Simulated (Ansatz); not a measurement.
Calculated with Ansatz (gas phase, PBE0-D4/def2-TZVP geometries, no zero-point term in ΔE). CBS: MP2 limit from def2 TZ/QZ plus the TZ coupled-cluster correction, frozen cores. Functionals use def2-TZVPP. For Br outer-core shells are correlated without core-valence functions, which leaves a few kJ/mol of doubt a bond. Scalar relativity is left out up to krypton. One conformer a species, not always the lowest.

`CO[Si](O)([SiH3])Br` + `CB(C)S` → `CSB(C)C` + `O[Si](O)([SiH3])Br`  (substitution at a C–O bond)

```csv
level,ΔE (kcal/mol)
PBE,-10.9
CCSD/CBS(def2),-10.3
```

(1) What does CCSD(T)/CBS give? (Estimate.)

Largest T1 diagnostic among the species: 0.012.

Results:

(1) The calculation gave: -10.7 kcal/mol. The listed levels differ from it by -0.2, 0.4 kcal/mol.

In def2-TZVPP, CCSD(T) changes the Hartree–Fock value by −2.4 kcal/mol (the triples alone add −0.4 kcal/mol) and MP2 by −4.0 kcal/mol.
